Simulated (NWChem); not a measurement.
CH5FSn; SMILES [F][SnH2][CH3]

```xyz
8

Sn     0.2656     0.0899     0.0000
C     -0.9313    -1.6807    -0.0004
F     -0.9975     1.5744    -0.0008
H      1.1870     0.3073     1.4296
H      1.1900     0.3078    -1.4274
H     -1.5372    -1.7175    -0.9160
H     -0.2876    -2.5711     0.0423
H     -1.5966    -1.6750     0.8739
```
Atoms are numbered in this order, from 1.

Level: PBE0/def2-SVP with def2 effective core potentials on Sn (NWChem), optimised geometry, unscaled harmonic frequencies. def2 effective core potentials on Sn; no spin-orbit coupling.

Q: List the harmonic frequencies with IR intensities, and the thermochemistry.

A: 
```csv
frequency (cm⁻¹),IR intensity (km/mol)
53,0.3
152,7.4
369,31.3
530,16.0
539,20.8
619,121.2
637,48.4
700,99.3
776,72.3
788,57.4
1218,3.4
1427,2.5
1431,4.8
1937,113.6
1943,203.3
3076,2.0
3193,0.7
3202,0.1
```

* **zero-point energy**: 32.3 kcal/mol
* **thermal correction to the enthalpy at 298.15 K (with zero-point energy)**: 36.4 kcal/mol
* **heat capacity Cv**: 18.3 cal/(mol K)
* **entropy at 298.15 K and 1 atm (symmetry number 1)**: 77.2 cal/(mol K)

Rigid rotor and harmonic oscillator; modes under 100 cm⁻¹ make the entropy uncertain.
